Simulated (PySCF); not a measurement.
Species: Me2PhSiCl, C₈H₁₁ClSi.
Atom-mapped SMILES: `[CH3:1][Si:2]([CH3:3])([Cl:4])[c:5]1[cH:6][cH:7][cH:8][cH:9][cH:10]1` (hydrogens: H11, H12, H13 on C1; H14, H15, H16 on C3; H17 on C6; H18 on C7; H19 on C8; H20 on C9; H21 on C10)

The same species was optimised twice, with GFN2-xTB and with PBE0-D3(BJ)/def2-SVP (PySCF), and the same property calculations (PySCF, gas phase) were run on both structures.

```
      coordinate  GFN2-xTB  PBE0-D3(BJ)/def2-SVP  change
     Si2–Cl4 (Å)     2.046                 2.093  +0.047
      C1–Si2 (Å)     1.906                 1.869  -0.037
      Si2–C3 (Å)     1.903                 1.867  -0.036
      Si2–C5 (Å)     1.897                 1.875  -0.022
       C6–C7 (Å)     1.383                 1.395  +0.012
       C8–C9 (Å)     1.385                 1.395  +0.010
      C5–C10 (Å)     1.394                 1.404  +0.010
       C5–C6 (Å)     1.392                 1.402  +0.010
      C9–C10 (Å)     1.382                 1.392  +0.010
       C7–C8 (Å)     1.384                 1.393  +0.009
  C1–Si2–Cl4 (°)     107.9                 106.9    -1.0
   C1–Si2–C3 (°)     110.9                 111.9    +1.0
   C1–Si2–C5 (°)     110.4                 111.1    +0.7
   Si2–C5–C6 (°)     122.0                 121.3    -0.7
  Cl4–Si2–C5 (°)     107.5                 107.0    -0.5
   C6–C5–C10 (°)     117.8                 118.2    +0.4
  Si2–C5–C10 (°)     120.2                 120.5    +0.3
   C5–C10–C9 (°)     121.3                 121.0    -0.3
C1–Si2–C5–C6 (°)      -123                  -108     +15
```

Rotational constants: A = 1652, B = 610.9, C = 560.4 MHz (GFN2-xTB) against A = 1653, B = 622.5, C = 551.3 MHz (PBE0-D3(BJ)/def2-SVP). Point groups within 0.08 Å: C1 and C1.

On the GFN2-xTB structure: HOMO (eV) -7.46 [PBE0/pcSseg-1]; LUMO (eV) -0.70 [PBE0/pcSseg-1]; dipole (D) 2.12 [PBE0/pcSseg-1]; GIAO shielding of C1/C3 (mean) (ppm) 183.5 [PBE0/pcSseg-1]; GIAO shielding of Si2 (ppm) 328.5 [PBE0/pcSseg-1]; GIAO shielding of Cl4 (ppm) 930.3 [PBE0/pcSseg-1]; GIAO shielding of C5 (ppm) 42.9 [PBE0/pcSseg-1]; GIAO shielding of C6/C10 (mean) (ppm) 48.1 [PBE0/pcSseg-1]; GIAO shielding of C7/C9 (mean) (ppm) 53.8 [PBE0/pcSseg-1]; GIAO shielding of C8 (ppm) 51.1 [PBE0/pcSseg-1].

Q: What do these properties become on the PBE0-D3(BJ)/def2-SVP structure?

A: 
| property | level | on GFN2-xTB | on PBE0-D3(BJ)/def2-SVP | change |
| --- | --- | --- | --- | --- |
| HOMO (eV) | PBE0/pcSseg-1 | -7.46 | -7.45 | +0.01 |
| LUMO (eV) | PBE0/pcSseg-1 | -0.70 | -0.78 | -0.08 |
| dipole (D) | PBE0/pcSseg-1 | 2.12 | 2.45 | +0.33 |
| energy, GFN2-xTB geometry as zero (kcal/mol) | PBE0/pcSseg-1 | 0.0 | -1.6 | -1.6 |
| GIAO shielding of C1/C3 (mean) (ppm) | PBE0/pcSseg-1 | 183.5 | 181.3 | -2.2 |
| GIAO shielding of Si2 (ppm) | PBE0/pcSseg-1 | 328.5 | 322.0 | -6.5 |
| GIAO shielding of Cl4 (ppm) | PBE0/pcSseg-1 | 930.3 | 930.5 | +0.2 |
| GIAO shielding of C5 (ppm) | PBE0/pcSseg-1 | 42.9 | 42.2 | -0.7 |
| GIAO shielding of C6/C10 (mean) (ppm) | PBE0/pcSseg-1 | 48.1 | 45.1 | -3.0 |
| GIAO shielding of C7/C9 (mean) (ppm) | PBE0/pcSseg-1 | 53.8 | 51.0 | -2.8 |
| GIAO shielding of C8 (ppm) | PBE0/pcSseg-1 | 51.1 | 48.4 | -2.7 |

The heavy atoms differ by 0.157 Å rms after alignment. Among bonds between heavy atoms Si2–Cl4 changes most (+0.047 Å). Changes are differences of the printed values. Neither structure is proved a minimum here.

The values belong to the conformer `[CH3:1][Si:2]([CH3:3])([Cl:4])[c:5]1[cH:6][cH:7][cH:8][cH:9][cH:10]1`: C1–Si2–C5–C6 -108°.
